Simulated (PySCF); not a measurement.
HS2, SMILES [S]S (connectivity only; charge and spin as stated), charge -1, multiplicity 1. Atoms are numbered in the order given.

```xyz
3

S      0.0127     1.0931     0.0000
S     -0.0888    -1.0083     0.0000
H      1.2187    -1.3575     0.0000
```
Charge -1, spin multiplicity 1.

Geometry optimised at B3LYP-D3(BJ)/def2-TZVPD. The spin state was assumed, not searched. The isomer is the one that the SMILES or the coordinates give; other isomers of the formula were not compared.

All values below come from CAM-B3LYP/def2-TZVPD run with PySCF.

The molecule is in vacuum.

Computed frontier levels, gap, dipole moment and polarisability:
| Item | Value |
|---|---|
| highest occupied level | -1.17 eV |
| lowest empty level | 3.88 eV |
| orbital gap | 5.05 eV |
| dipole moment about the centre of nuclear charge | 2.54 D |
| mean static polarisability | 68.0 bohr³ (10.08 Å³) |
| polarisability, principal values | 57.7, 62.1, 84.4 bohr³ |
